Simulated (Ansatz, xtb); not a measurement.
# Worked example: C2H3Cl + CH2BrI → C2H3I + CH2BrCl

Species: C2H3Cl `C=CCl`, singlet; CH2BrI (bromoiodomethane) `BrCI`, singlet; C2H3I (vinyl iodide) `C=CI`, singlet; CH2BrCl (bromochloromethane) `ClCBr`, singlet. The partners trade Cl for I; both sit on C, so the bond types are kept.

Shapes, held fixed at every level: PBE0-D4/def2-TZVP. Programs: Ansatz 0.2.0, xtb 6.7.1. The zero-point and thermal change to 298 K, harmonic and unscaled (PBE0-D4/def2-TZVP), is +0.2 kJ/mol.

At CCSD(T)/def2-TZVPP; 1 Eh = 2625.50 kJ/mol:

```
species   energy (Eh)
 C2H3Cl   -537.569288
 CH2BrI  -2909.076229
  C2H3I   -374.980574
CH2BrCl  -3071.663206
```

Problem. Work out ΔH(298 K) of the reaction at this level.

Solution. 
1. Products less reactants: (-374.980574) + (-3071.663206) − [(-537.569288) + (-2909.076229)] = 0.001737 Eh = +4.6 kJ/mol.
2. With the thermal change: +4.6 + (+0.2) = +4.8 kJ/mol.

Other levels give +4.6 (CCSD/def2-TZVPP) to +7.6 kJ/mol (MP2/def2-SVP). No measured value is set beside it here. For atoms past krypton def2 sets carry core potentials with scalar relativity. Relativity is left out for Br unless named. Correlated rows may include outer-core shells of Br, I, which these sets cover unevenly.
